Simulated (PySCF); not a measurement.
**Telling isomers of C₄H₉NO₃Si apart by NMR**

PySCF 2.14 calculation with GFN2-xTB structure and shieldings: GIAO PBE0/pcSseg-1; single conformer, in vacuum, no relativistic terms, averaged over atoms made equivalent by symmetry, fast rotation or ring inversion.

Shifts are taken against calculated references (same method and geometry level): $^{1}$H (31.72 ppm) and $^{13}$C (186.93 ppm) against TMS. Where no couplings were computed, multiplicities follow the n + 1 count of equivalent neighbours, and m marks all less simple cases (inequivalent or close neighbours, rings, F or P nearby). Acid and N–H amide carbonyl carbons lie up to 10 ppm further downfield in solution (hydrogen bonding). Shifts are as computed. Against solution values, carbons near 30 ppm lie about +3 ppm off and those near 130 ppm about +5 ppm. Of 1309 compounds with measured shifts, 239 miss one by over three times the rms of a fit or turn the order of signals round; such compounds aren't used in these exercises. OH and NH positions are gas-phase values without hydrogen bonding to other molecules.

(1) Tabulate the signals of `CO[Si](C#N)(OC)OC`, `CNC(=O)[C@@H](C=O)O[SiH3]` and their relative energies.

(2) What is the quickest way to tell CO[Si](C#N)(OC)OC from CNC(=O)[C@@H](C=O)O[SiH3]?

Answers

(1) 
```json
{"SMILES": "CO[Si](C#N)(OC)OC", "carbon types": "1×C 3×CH3", "δC": "122.2, 52.8", "δH": "3.91 (s, 9H)", "E rel. (kcal/mol)": "0.0"}
{"SMILES": "CNC(=O)[C@@H](C=O)O[SiH3]", "carbon types": "1×C 2×CH 1×CH3", "δC": "211.5, 165.2, 84.8, 26.3", "δH": "9.95 (d, 1H), 6.48 (br, 1H), 5.21 (s, 3H), 4.99 (d, 1H), 3.13 (d, 3H)", "E rel. (kcal/mol)": "42.5"}
```

Energies are electronic energies at PBE0/pcSseg-1 on these geometries, without zero-point or thermal terms, each for the one conformer computed, which needn't be the lowest.

(2) Count the carbon signals: 2 against 4. The first has a nitrile carbon (C) at 122.2 ppm, the second an aldehyde carbonyl carbon (CH) at 211.5 ppm. In the proton spectra the most deshielded non-exchanging signals are 3.91 (s, 9H) and 9.95 (d, 1H).
